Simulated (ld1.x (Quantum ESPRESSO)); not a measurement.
**Pseudopotential generation for Pb (Z = 82): PAW, LDA (PZ), scalar-relativistic.**

ld1.x (Quantum ESPRESSO) 7.5 was run on this input:

```
&input
   title='Pb', zed=82., rel=1, dft='PZ', iswitch=3,
   config='[Xe] 4f14 5d10 6s2 6p2',
   nld=3, rlderiv=2.50, eminld=-4.0, emaxld=5.0, deld=0.02
 /
 &inputp
   pseudotype=3, lpaw=.true., tm=.true., lloc=-1, rcloc=2.30,
   nlcc=.false.,
   which_augfun='GAUSS', rmatch_augfun=1.40,
   file_pseudopw='Pb.UPF', file_wfcaegen='ae.wfc', file_wfcncgen='nc.wfc', file_beta='beta', file_chi='chi', file_wfcusgen='us.wfc'
 /
6
6S  1  0   2.00   0.00  1.40  1.55  0.0
6S  1  0   0.00  -0.35  1.40  1.55  0.0
6P  2  1   2.00   0.00  2.20  2.30  0.0
6P  2  1   0.00   0.70  2.20  2.30  0.0
5D  3  2  10.00   0.00  1.35  1.75  0.0
5D  3  2   0.00   0.20  1.35  1.75  0.0
 &test
   configts(1)='5d10 6s2 6p2'
 /
```

Command:

```bash
ld1.x < Pb.in > Pb.out
```

Resulting log (shortened: banner, matrices, multipoles, cross overlaps and the repeated all-electron block are left out):

```
[... start of the log left out ...]
      Wfc-us  6P rcutus= 2.324  Estimated cut-off energy=    14.88 Ry
      Wfc-us  5D rcutus= 1.765  Estimated cut-off energy=    38.05 Ry
      Wfc-us  5D rcutus= 1.765  Estimated cut-off energy=    57.09 Ry

     Required augmentation: GAUSS   radius:    1.400000
     Message from routine us2paw:
     GAUSS augmentation functions are ususally harder than BESSEL; use BESSEL instead unless you have discontinuity in local potential

     Estimated PAW energy = -847.947083 Ryd

     ------------------- End of pseudopotential generation -------------------

     Computing logarithmic derivative in   2.48942

       Warning: n=1, l=0 expected 0 nodes, found 1
       Setting wfc to zero for this iteration
       (This warning will only be printed once per wavefunction)

       Zero norm: self consistency problem; state:  2 (l=  0, j=0.0)

       Warning: n=3, l=2 expected 0 nodes, found 1
       Setting wfc to zero for this iteration
       (This warning will only be printed once per wavefunction)

       Zero norm: self consistency problem; state:  2 (l=  0, j=0.0)
       Zero norm: self consistency problem; state:  1 (l=  2, j=0.0)
       Zero norm: self consistency problem; state:  2 (l=  0, j=0.0)

 %%%%%%%%%%%%%%%%%%%%%%%%%%%%%%%%%%%%%%%%%%%%%%%%%%%%%%%%%%%%%%%%%%%%%%%%%%%%%%
     Error in routine new_paw_hamiltonian (1):
     negative rho
 %%%%%%%%%%%%%%%%%%%%%%%%%%%%%%%%%%%%%%%%%%%%%%%%%%%%%%%%%%%%%%%%%%%%%%%%%%%%%%

     stopping ...
```

The run stopped because the pseudo-density turned negative during the self-consistent test, most likely because a state had been found with a wrong node count and its wave set to zero before.

The run took about 0.59 s on one core of a shared server CPU.
